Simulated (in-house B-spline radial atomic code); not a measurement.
A calculation on the gadolinium ion Gd⁵⁺ (with a hole in an inner shell): its settings, and results tabulated from the run. All numbers are computed (Dirac-Hartree-Fock, average of the jj configuration; Fermi nucleus of rms radius 5.1569 fm) with a B-spline radial code for spherical atoms, not measured.

In the input, a minus or plus after the letter marks the j = l - 1/2 or j = l + 1/2 subshell.

Command:
```bash
python run_scf.py task.json out
```
Settings (nuclear radius in fm, mass in u):
```
Z                64
configuration    1s2 2s2 2p6 3s2 3p6 3d10 4s2 4p-2 4p+3 4d10 4f6 5s2 5p6
hamiltonian      dirac
method           hf
spin_polarised   False
nucleus          fermi
rms_radius       5.1569
atomic_mass      157.92411
speed_of_light   137.035999084
```

Output (hartree, bohr):
```
 radial grid: 68 intervals, B-splines of order 8, outer radius 25.4386 bohr

 iter        energy (Eh)    residual
    1      -11218.660503    8.64e-01
    2      -11242.882711    1.12e+00
    3      -11257.693145    2.67e-01
    4      -11258.790168    9.02e-02
    5      -11258.872613    2.67e-02
    6      -11258.886410    1.20e-02
    7      -11258.888509    1.57e-03
    8      -11258.888538    2.86e-04
    9      -11258.888539    1.34e-05
   10      -11258.888539    3.88e-07

 total energy                    -11258.88854
 kinetic                           12276.0966
 electron-nucleus                 -27509.0100
 electron-electron                  3974.0249

 first-order corrections (not in the total)
   Gaunt                            11.5819
   retardation                      -1.2164
   frequency dependence             -0.1567
   self-energy                       8.1218
   Uehling                          -1.3110
   Wichmann-Kroll                    0.0414
   recoil                            0.0252

 orbital      occ     eigenvalue          <r>       <r^2>       <1/r>       r_max    small
 1s1/2      2.000     -1860.4155     0.021903 0.000654713     71.6452     0.01392  5.69e-02
 2s1/2      2.000      -313.9684    0.0926581   0.0101992     17.1145     0.07909  1.26e-02
 2p1/2      2.000      -297.5540    0.0775402  0.00743356     17.0504     0.05988  1.26e-02
 2p3/2      4.000      -271.8884    0.0843445  0.00866304     15.0785     0.06568  1.17e-02
 3s1/2      2.000       -73.7039     0.243061   0.0676476     6.25619      0.2239  4.01e-03
 3p1/2      2.000       -66.5907     0.233086   0.0631904      6.1597      0.2115  3.94e-03
 3p3/2      4.000       -61.1936     0.246163   0.0703016     5.65806      0.2237  3.68e-03
 3d3/2      4.000       -49.0874     0.218328   0.0560817     5.52636       0.178  3.55e-03
 3d5/2      6.000       -47.9243     0.222324   0.0580161      5.4029      0.1814  3.47e-03
 4s1/2      2.000       -17.7516     0.549656     0.34057     2.60672      0.5142  1.26e-03
 4p1/2      2.000       -14.9893     0.561459    0.358083     2.50113       0.519  1.19e-03
 4p3/2      3.000       -13.7886     0.592215    0.399484     2.33455      0.5447  1.10e-03
 4d3/2      4.000        -9.0097     0.621561    0.446615     2.12827      0.5514  9.45e-04
 4d5/2      6.000        -8.7229     0.631982    0.461608     2.08557        0.56  9.20e-04
 4f5/2      2.571        -3.3498     0.738093    0.664674     1.68055      0.5488  6.25e-04
 4f7/2      3.429        -3.2993      0.74568    0.678856     1.66423      0.5533  6.15e-04
 5s1/2      2.000        -4.4611      1.27394     1.81178     1.04178       1.168  2.92e-04
 5p1/2      2.000        -3.4965      1.37818     2.12898    0.954557       1.248  2.53e-04
 5p3/2      4.000        -3.2779      1.44211     2.33507     0.91343       1.312  2.44e-04
```

Time taken, with all properties: 1.5 s on 1 thread of Arm Neoverse V1, on a shared host.

For the Dirac Hamiltonian the kinetic term is c α·p + (β - 1)c².
